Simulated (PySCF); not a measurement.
Below is a simulated gas-phase C 1s photoelectron spectrum of `F[C@@H]1C[C@@H]1B1OCCO1`.

Every computed line was given a Gaussian of 1.0 eV full width at half maximum and an area set by the number of equivalent atoms; the highest printed point is 100. Computed, not measured: PySCF 2.14.0, delta-SCF UKS SCAN, pcX-2 on the ionised atom, pcseg-1 elsewhere, spin-free X2C.

binding energy (eV), intensity and a bar:
```
    288.9          0 
    289.0          0 
    289.1          1 
    289.2          1 
    289.3          2 #
    289.4          4 #
    289.5          6 ##
    289.6         10 ###
    289.7         15 ####
    289.8         21 ######
    289.9         28 ########
    290.0         36 ###########
    290.1         44 #############
    290.2         51 ###############
    290.3         57 #################
    290.4         62 ###################
    290.5         64 ###################
    290.6         63 ###################
    290.7         60 ##################
    290.8         55 ################
    290.9         48 ##############
    291.0         40 ############
    291.1         32 ##########
    291.2         25 #######
    291.3         19 ######
    291.4         15 #####
    291.5         13 ####
    291.6         14 ####
    291.7         17 #####
    291.8         24 #######
    291.9         33 ##########
    292.0         44 #############
    292.1         57 #################
    292.2         70 #####################
    292.3         82 #########################
    292.4         92 ############################
    292.5         98 #############################
    292.6        100 ##############################
    292.7         97 #############################
    292.8         90 ###########################
    292.9         80 ########################
    293.0         68 ####################
    293.1         55 ################
    293.2         42 #############
    293.3         31 #########
    293.4         22 #######
    293.5         15 ####
    293.6         10 ###
    293.7          6 ##
    293.8          3 #
    293.9          2 #
    294.0          1 
    294.1          1 
    294.2          0 
    294.3          0
```

Question: Count the maxima, the lines and the sites behind this envelope.

Answer: The curve has 2 maxima (at 290.5 and 292.6 eV). Under it lie 4 lines from 4 inequivalent carbon sites. At this width some lines have no maximum of their own.

Question: Decompose the envelope and assign each component. Numbering: `[F:1][C@@H:2]1[CH2:3][C@@H:4]1[B:5]1[O:6][CH2:7][CH2:8][O:9]1`.

Answer: 
```tsv
position (eV)	relative area	line	atoms	environment
290.31	1	C 1s	C4	sp3 carbon bound to boron
290.74	1	C 1s	C3	three-membered-ring carbon
292.48	2	C 1s	C7/C8	sp3 carbon bound to oxygen
292.84	1	C 1s	C2	sp3 C–F carbon
```

Question: What are the centre and the root-mean-square width of the whole band?

Answer: The area-weighted mean of the lines is 291.77 eV. Their own spread about it is 1.03 eV (rms) and each Gaussian has σ = 1.0/2.355 = 0.42 eV; the variances add, which gives 1.12 eV.

The listed C 1s values span 2.53 eV, from C4 (bonded to 2 C, H and B) to C2 (bonded to F, 2 C and H). The widest gap between neighbouring values is 1.74 eV, between 290.74 and 292.48 eV. Summing the Pauling electronegativity differences to the bonded atoms, each weighted by its formal bond order, gives -0.86 for the lowest site and +1.08 for the highest; no listed site has a larger sum than the highest.

Shake-up satellites, vibrational structure and lifetime widths aren't simulated. Topologically equivalent atoms share the value of their first member; where this conformer doesn't relate them by symmetry, their own values could differ. Geometry: PBE0-D3(BJ)/def2-SVP, one conformer, isolated molecule.

Shape of the structure used: `[F:1][C@@H:2]1[CH2:3][C@@H:4]1[B:5]1[O:6][CH2:7][CH2:8][O:9]1`: C3–C4–B5–O6 -16°.
